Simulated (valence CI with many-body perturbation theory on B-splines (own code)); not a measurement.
**Missing levels of W XXXV**

Method: configuration interaction combined with many-body perturbation theory (CI+MBPT): four valence electrons over a frozen Dirac-Fock core [Kr], radial functions for each j: 7 s, 7 p, 8 d, 6 f, 4 g, 1 h, with the one-electron correlation potential Σ1, the two-electron term Σ2, the three-electron term Σ3, Breit, model QED; selected CI, second order for the rest, scaled by the run's own slope (own B-spline code, finite nucleus).

No measured spectrum was set against this ion. As an estimate, large intervals hold to a few tenths of a per cent, small ones and those within an open d or f shell to about a per cent. The list stops below the first excitations out of the core.

| Level | E (cm⁻¹) |
| --- | --- |
| (4d3/2^4) J=0 | 0 |
| (4d3/2^3 4d5/2) J=1 | 116440 |
| (4d3/2^3 4d5/2) J=4 | 156240 |
| (4d3/2^3 4d5/2) J=2 | 157770 |
| (4d3/2^3 4d5/2) J=3 | ? |
| (4d3/2^2 4d5/2^2) J=0 [a] | ? |
| (4d3/2^2 4d5/2^2) J=2 [a] | 267100 |
| (4d3/2^2 4d5/2^2) J=4 [a] | ? |
| (4d3/2^2 4d5/2^2) J=3 [a] | 275720 |
| (4d3/2^2 4d5/2^2) J=5 | 291000 |
| (4d3/2^2 4d5/2^2) J=1 | 300770 |
| (4d3/2^2 4d5/2^2) J=6 | 302130 |
| (4d3/2^2 4d5/2^2) J=3 [b] | 314520 |
| (4d3/2^2 4d5/2^2) J=4 [b] | 315700 |
| (4d3/2^2 4d5/2^2) J=2 [b] | ? |
| (4d3/2^2 4d5/2^2) J=2 [c] | ? |
| (4d3/2^2 4d5/2^2) J=4 [c] | 369200 |
| (4d3/2^2 4d5/2^2) J=2 [d] | 404150 |
| (4d3/2 4d5/2^3) J=4 [a] | ? |
| (4d3/2 4d5/2^3) J=3 [a] | 422480 |

Levels are named by their leading jj configuration (3d3/2^4 stands for four electrons in 3d with j = 3/2), which in mixed levels can hold well under half, so a name can repeat and another be missing. Letters in brackets count levels of one name in rising energy.

(1) The levels stand in rising order. What does the calculation give for the missing energies?

Answers

(1) (4d3/2^3 4d5/2) J=3 169390; (4d3/2^2 4d5/2^2) J=0 [a] 261620; (4d3/2^2 4d5/2^2) J=4 [a] 271490; (4d3/2^2 4d5/2^2) J=2 [b] 319240; (4d3/2^2 4d5/2^2) J=2 [c] 357320; (4d3/2 4d5/2^3) J=4 [a] 420910.
